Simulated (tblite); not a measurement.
Compound: C6HN2O (doublet state).
Bonds: C1–C2 (triple), C2–C3, C3–C4 (triple), C4–C5, C5–N6 (aromatic), N6–C7 (aromatic), C7–N8 (aromatic), N8–O9 (aromatic), C5–O9 (aromatic). Hydrogens: H10 on C7.

Computed geometry: GFN2-xTB, gas phase. This method treats the open shell by occupation alone, without spin polarisation.

Task: List the bond lengths and angles at this level.

Result: 
| bond | length (pm) |
| --- | --- |
| C1≡C2 | 121.8 |
| C2–C3 | 135.2 |
| C3≡C4 | 121.6 |
| C4–C5 | 139.2 |
| C5–N6 | 131.2 |
| N6–C7 | 134.8 |
| C7–N8 | 130.4 |
| N8–O9 | 134.7 |
| C5–O9 | 134.8 |
| C7–H10 | 107.0 |

A selection of angles:
| angle | degrees |
| --- | --- |
| C1–C2–C3 | 161.6 |
| C2–C3–C4 | 178.9 |
| C3–C4–C5 | 177.7 |
| C4–C5–N6 | 127.2 |
| C4–C5–O9 | 121.1 |
| N6–C5–O9 | 111.7 |
| C5–N6–C7 | 102.8 |
| N6–C7–N8 | 113.6 |
| N6–C7–H10 | 123.4 |
| N8–C7–H10 | 123.1 |
| C7–N8–O9 | 105.4 |
| C5–O9–N8 | 106.6 |

N6 (nitrogen bonded to 2 C) is bent (angle 102.8°). C5 (carbon bonded to C, N and O) is planar (angles 127.2°, 121.1° and 111.7°, sum 360.0°, 0.00 Å off the plane of its three neighbours). C7 (carbon bonded to 2 N and H) is planar (angles 123.4°, 123.1° and 113.6°, sum 360.0°, 0.00 Å off the plane of its three neighbours). The 5-membered ring C5–N6–C7–N8–O9 has internal angles of 102.8° to 113.6°; it is planar, 0.00 Å rms from its mean plane, widest ring torsion 0°. N8 (nitrogen bonded to C and O) is bent (angle 105.4°). The C–N distances run from 1.304 Å (C7–N8, aromatic) to 1.348 Å (N6–C7, aromatic), a spread of 0.044 Å. The C–C distances run from 1.216 Å (C3≡C4, drawn triple) to 1.392 Å (C4–C5, drawn single), a spread of 0.176 Å.

Point group: near Cs, missed by 0.33 Å at most; the miss may be what the optimiser left on a soft mode. Its GFN2-xTB frequencies are all real (lowest 64 cm⁻¹).

Time: 0.36 s of wall time. Hardware: one thread of an Arm Neoverse V1, no GPU (shared host). This is the geometry optimisation.
